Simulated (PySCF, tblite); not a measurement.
Compound: C8H15P.
Numbering: `[CH:1]#[C:2][P@@:3]([CH3:4])(=[CH:5][CH3:6])[CH:7]([CH3:8])[CH3:9]` (hydrogens: H10 on C1; H11, H12, H13 on C4; H14 on C5; H15, H16, H17 on C6; H18 on C7; H19, H20, H21 on C8; H22, H23, H24 on C9)

The geometry is computed with GFN2-xTB (gas phase).

(1) List the bond lengths, angles and torsions at this level.

Results:

(1) 
| bond | length (Å) | order |
| --- | --- | --- |
| C1≡C2 | 1.208 | triple |
| C2–P3 | 1.801 | single |
| P3–C4 | 1.818 | single |
| P3=C5 | 1.711 | double |
| C5–C6 | 1.514 | single |
| P3–C7 | 1.854 | single |
| C7–C8 | 1.523 | single |
| C7–C9 | 1.523 | single |
| C1–H10 | 1.052 | single |
| C4–H11, C4–H12, C4–H13 | 1.088 | single |
| C5–H14 | 1.092 | single |
| C6–H15, C6–H16, C6–H17 | 1.091 | single |
| C7–H18 | 1.098 | single |
| C8–H19, C8–H20, C8–H21 | 1.089 | single |
| C9–H22, C9–H23, C9–H24 | 1.089 | single |

Bonds in one row agree within 0.01 Å and their mean is given. Orders are formal, as drawn. A selection of angles:
| angle | degrees |
| --- | --- |
| C2–C1–H10 | 172.4 |
| C1–C2–P3 | 160.0 |
| C2–P3–C4 | 100.5 |
| C2–P3–C5 | 129.0 |
| C2–P3–C7 | 100.1 |
| C4–P3–C5 | 107.8 |
| C4–P3–C7 | 108.3 |
| C5–P3–C7 | 109.7 |
| P3–C4–H11 | 108.5 |
| H11–C4–H12 | 109.4 |
| H12–C4–H13 | 111.0 |
| P3–C5–C6 | 119.7 |
| P3–C5–H14 | 109.7 |
| C6–C5–H14 | 113.0 |
| C5–C6–H15 | 108.6 |
| C5–C6–H16 | 111.0 |
| C5–C6–H17 | 113.7 |
| H15–C6–H16 | 107.9 |
| P3–C7–C8 | 108.9 |
| P3–C7–C9 | 112.5 |
| P3–C7–H18 | 105.3 |
| C8–C7–C9 | 112.1 |
| C8–C7–H18 | 109.1 |
| C9–C7–H18 | 108.6 |
| C7–C8–H19 | 110.1 |
| C7–C8–H21 | 110.5 |
| H19–C8–H20 | 108.5 |
| H20–C8–H21 | 108.3 |
| C7–C9–H22 | 110.8 |
| C7–C9–H23 | 109.9 |
| H22–C9–H23 | 108.5 |
| H23–C9–H24 | 108.0 |

Torsions: C1–C2–P3–C4 -122° (anticlinal); C2–P3–C5–C6 61° (synclinal); C2–P3–C7–C8 169° (antiperiplanar).

C2 (alkyne carbon) is bent (angle 160.0°). Of the pairs four or more bonds apart, C2···H22 is among the closest relative to their van der Waals radii: 2.48 Å, 86 % of the sum of Bondi's values. P3 (phosphorus bonded to 4 C) has angles from 100.1° to 129.0°. The C–P distances run from 1.711 Å (P3=C5, drawn double) to 1.854 Å (P3–C7, drawn single), a spread of 0.143 Å. The C–C distances run from 1.208 Å (C1≡C2, drawn triple) to 1.523 Å (C7–C8, drawn single), a spread of 0.315 Å.

Point group: C1 (no symmetry element, even within 0.4 Å). Its lowest GFN2-xTB frequency is 7 cm⁻¹, too small to tell a flat minimum from a shallow saddle. The numbers are those of one conformer.
